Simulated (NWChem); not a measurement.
Two isomers of SiH$_{3}$SeF, each optimised at B3LYP/6-31G* with NWChem. Flexible species stand in one conformer each, which need not be the lowest. Pople sets run with spherical d functions. This build's default masses of Se (78.918 u) and Br (79.917 u) are each other's, which moves their modes by up to 0.6 %.

A: F[SiH2][SeH]
B: F[Se][SiH3]

Question: Which is lower in energy, by how much, and how do their other properties compare?

Answer: A is lower by 60.0 kcal/mol in electronic energy; with zero-point energies, B − A = 59.3 kcal/mol.
```tsv
	A	B
highest occupied level (eV)	-7.08	-6.61
orbital gap (eV)	7.06	4.33
dipole (D)	1.22	2.20
highest harmonic frequency (cm⁻¹)	2402	2277
zero-point energy (kcal/mol)	17.9	17.2
```
